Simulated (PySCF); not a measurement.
Coordinates in bohr (charge 0 multiplicity 1):
```
Ge    0.0000    0.0000    0.0000
H    -1.6741   -1.6741   -1.6741
H     1.6741    1.6741   -1.6741
H    -1.6741    1.6741    1.6741
H     1.6741   -1.6741    1.6741
```

These are results of PBE0/[Ge def2-TZVP, H def2-TZVP], no relativity, density fitting, PySCF, not measurements.

This geometry of GeH₄ is a stationary point at this level.

Task: What is the point group?

Result: Td.

Task: Is it a minimum?

Result: Yes: all harmonic wavenumbers are real.

Task: Give the atomic charges and bond orders.

Result: 
| atom | Mulliken | Löwdin | polar tensor | Mayer order to Ge1 |
| --- | --- | --- | --- | --- |
| Ge1 | -0.03 | 0.26 | 0.90 | – |
| H2,3,4,5 | 0.01 | -0.07 | -0.23 | 0.95 |

Task: What is the atomisation energy, with and without zero-point energy?

Result: 1205 kJ/mol without, 1127 kJ/mol with.
